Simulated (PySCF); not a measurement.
C₄H₆N₂S.
Numbering: `[NH2:1][CH2:2][c:3]1[cH:4][n:5][s:6][cH:7]1` (hydrogens: H8, H9 on N1; H10, H11 on C2; H12 on C4; H13 on C7)

Computed, not measured: core-valence-separated Tamm–Dancoff BHandHLYP/aug-pcX-1 (pcseg-1 on H, def2-SVPD on S) in PySCF, non-relativistic, gas phase, PBE0-D3(BJ)/def2-SVP geometry.

Computed nitrogen K-edge spectrum, Gaussian lines of 0.4 eV full width, highest printed point 100; it ends one width below the last computed root. No empirical shift is added; at this level the pattern usually sits a few eV under experiment.

(photon energy (eV), absorption): (396.4, 1), (396.5, 4), (396.6, 14), (396.7, 39), (396.8, 74), (396.9, 100), (397.0, 96), (397.1, 65), (397.2, 31), (397.3, 10), (397.4, 2), (397.5, 0), (397.6, 0), (397.7, 0), (397.8, 0), (397.9, 0), (398.0, 0), (398.1, 0), (398.2, 0), (398.3, 0), (398.4, 0), (398.5, 0), (398.6, 0), (398.7, 0), (398.8, 3), (398.9, 11), (399.0, 33), (399.1, 67), (399.2, 97), (399.3, 99), (399.4, 72), (399.5, 37), (399.6, 13), (399.7, 4), (399.8, 3), (399.9, 8), (400.0, 21), (400.1, 43), (400.2, 61), (400.3, 61), (400.4, 45), (400.5, 24), (400.6, 10), (400.7, 4), (400.8, 3), (400.9, 5), (401.0, 9), (401.1, 13), (401.2, 16), (401.3, 21), (401.4, 30), (401.5, 38), (401.6, 39), (401.7, 33)

Question: Assign the maxima to core holes.

Answer: 4 maxima:
- 396.9 eV: N5 (pyridine-type nitrogen), 396.94 eV, f = 0.056, 100 % of the height at the exact maximum
- 399.3 eV: N5 (pyridine-type nitrogen), 399.26 eV, f = 0.044, 79 % of the height at the exact maximum; N1 (primary amine nitrogen), 399.25 eV, f = 0.012, 21 % of the height at the exact maximum
- 400.3 eV: N1 (primary amine nitrogen), 400.25 eV, f = 0.034, 97 % of the height at the exact maximum
- 401.6 eV: N1 (primary amine nitrogen), 401.58 eV, f = 0.017, 79 % of the height at the exact maximum; N1 (primary amine nitrogen), 401.40 eV, f = 0.005, 15 % of the height at the exact maximum

Further lines of some strength in the range: N1, 401.10 eV, f = 0.005.

Roots within 0.03 eV on the same or equivalent atoms count as one line; shares under 12 % aren't listed.

Vibrational structure and lifetime widths aren't in the curve. The ionisation threshold wasn't computed; near and above it a finite basis only mimics Rydberg series and continuum.

Conformer computed: `[NH2:1][CH2:2][c:3]1[cH:4][n:5][s:6][cH:7]1`: N1–C2–C3–C4 -41°, H–N1–C2–C3 175°, H–N1–C2–C3 -67°.

One conformer stands for the species.
